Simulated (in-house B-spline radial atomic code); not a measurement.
Sm III (Sm2+): [Ar] (3d3/2)3 (3d5/2)6 4s2 4p6 4d10 4f6 5s2 5p6 6s1 (with a hole in an inner shell)

Method: Dirac-Kohn-Sham PBE, spherical fractional occupations, Fermi nucleus of rms radius 5.0819 fm. Calculated with an all-electron radial atomic-structure program (B-spline basis).

Screening seen three ways: the hydrogenic charge with the same mean radius, Z_r = [3n² - l(l+1)]/(2<r>), the one with the same energy, Z_e = n√(-2ε), and Slater's rules. Values are occupation-weighted means over j. An effective charge above Z reflects the relativistic contraction of the inner shells.

| shell | electrons | ε (eV) | <r> (bohr) | Z_r | Z_e | Slater |
| --- | --- | --- | --- | --- | --- | --- |
| 1s | 2 | -46705 | 0.02274 | 65.95 | 58.59 | 61.70 |
| 2s | 2 | -7694.5 | 0.09645 | 62.21 | 47.56 | 57.85 |
| 2p | 6 | -6896.6 | 0.08511 | 58.75 | 45.03 | 57.85 |
| 3s | 2 | -1723.9 | 0.2532 | 53.31 | 33.77 | 50.75 |
| 3p | 6 | -1472.1 | 0.251 | 49.79 | 31.21 | 50.75 |
| 3d | 9 | -1121.6 | 0.2291 | 45.84 | 27.24 | 41.20 |
| 4s | 2 | -361.06 | 0.5729 | 41.89 | 20.61 | 35.10 |
| 4p | 6 | -276.89 | 0.6044 | 38.06 | 18.04 | 35.10 |
| 4d | 10 | -156.29 | 0.6562 | 32.00 | 13.56 | 23.85 |
| 5s | 2 | -63.086 | 1.371 | 27.35 | 10.77 | 12.15 |
| 5p | 6 | -42.184 | 1.581 | 23.08 | 8.80 | 12.15 |
| 4f | 6 | -26.379 | 0.8634 | 20.85 | 5.57 | 15.25 |
| 6s | 1 | -15.815 | 3.403 | 15.87 | 6.47 | 4.20 |

The least bound orbital is 6s1/2 at -15.82 eV, and it is also the most diffuse (<r> = 3.403 bohr). The part-filled 3d shell lies below the filled 5p shell in orbital energy.

For the 1s electron the small component carries 5.31 % of the norm, the zero-frequency Breit interaction raises the level by 136.3 eV, self-energy by 80.83 eV, and vacuum polarisation lowers it by 12.79 eV.
